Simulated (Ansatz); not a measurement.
Consider the redistribution: `NB(O)F` + `N[SiH2][SiH2]Cl` → `NB(N)O` + `F[SiH2][SiH2]Cl`.

Computed with Ansatz on PBE0-D4/def2-TZVP structures; ΔE is electronic, products minus reactants. CCSD(T)/CBS is the MP2 limit (def2-TZVPP, def2-QZVPP) plus CCSD(T) − MP2 in def2-TZVPP, frozen cores. This one scheme is used for every species. Functionals use def2-TZVPP. B3LYP here is the variant with VWN-RPA as its local correlation; programs differ in this. Each species was taken in one conformer, which may not be the lowest.

```tsv
species	B3LYP energy (Eh)
`NB(O)F`	-256.76063
`N[SiH2][SiH2]Cl`	-1097.73692
`NB(N)O`	-212.83152
`F[SiH2][SiH2]Cl`	-1141.67444
```

**Question.** Work out ΔE.

**Answer.** ΔE = (-212.83152) + (-1141.67444) − (-256.76063) − (-1097.73692) = -0.00841 Eh = -22.1 kJ/mol. CCSD(T)/CBS gives -21.0 kJ/mol.

Largest T1 diagnostic among the species: 0.011.

The D4 term adds +3.5 kJ/mol with B3LYP and +2.0 kJ/mol with PBE0; it sums over pairs of atoms, weighted by their polarisabilities, and B3LYP, whose exchange is more repulsive, gets the larger term.
